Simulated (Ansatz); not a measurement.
`BN([SiH3])[SiH3]`, relaxed with RKS PBE-D4/def2-SVP in Ansatz from a rough embedded geometry. The force threshold is 0.03 eV/Å; the program also tests the step.

Charge 0, multiplicity 1.

Start:

```xyz
12

B     0.489    0.660   -1.378
N    -0.501    0.446   -0.319
Si    0.231    0.962    1.221
Si   -0.788   -1.397   -0.237
H     0.238    1.413   -2.326
H     1.609    0.191   -1.396
H     1.485    0.159    1.490
H     0.548    2.334    1.214
H    -0.678    0.671    2.371
H     0.469   -2.042    0.027
H    -1.360   -1.762   -1.512
H    -1.742   -1.635    0.845
```

| step | energy (eV) | largest force (eV/Å) | largest move (Å) |
| --- | --- | --- | --- |
| 1 | -18033.6134 | 2.173 | 0.000 |
| 2 | -18033.8848 | 1.135 | 0.108 |
| 3 | -18034.0066 | 0.215 | 0.200 |
| 4 | -18034.0807 | 0.229 | 0.200 |
| 5 | -18034.2011 | 0.429 | 0.199 |
| 6 | -18034.3681 | 0.500 | 0.195 |
| 7 | -18034.5423 | 0.478 | 0.195 |
| 8 | -18034.7021 | 0.361 | 0.193 |
| 9 | -18034.8330 | 0.285 | 0.200 |
| 10 | -18034.9190 | 0.159 | 0.200 |
| 11 | -18034.9539 | 0.070 | 0.200 |
| 12 | -18034.9573 | 0.018 | 0.076 |
| 13 (rejected) | -18034.9556 | 0.216 | 0.195 |
| 14 | -18034.9592 | 0.082 | 0.095 |
| 15 | -18034.9593 | 0.174 | 0.098 |
| 16 | -18034.9623 | 0.093 | 0.024 |
| 17 | -18034.9652 | 0.025 | 0.075 |
| 18 | -18034.9670 | 0.075 | 0.132 |
| 19 | -18034.9677 | 0.072 | 0.032 |
| 20 | -18034.9684 | 0.027 | 0.039 |
| 21 | -18034.9688 | 0.016 | 0.047 |

End:

```xyz
12

B     0.499    0.681   -1.465
N     0.071    0.135   -0.226
Si    0.138    1.068    1.296
Si   -0.508   -1.559   -0.215
H     0.921    1.822   -1.525
H     0.437   -0.012   -2.470
H     0.935    0.302    2.318
H     0.779    2.393    1.016
H    -1.251    1.261    1.842
H     0.644   -2.513   -0.363
H    -1.496   -1.776   -1.322
H    -1.170   -1.802    1.114
```

Run time 38 s (4 threads of an Arm Neoverse N1 on a shared host); peak host memory 0.15 GiB.
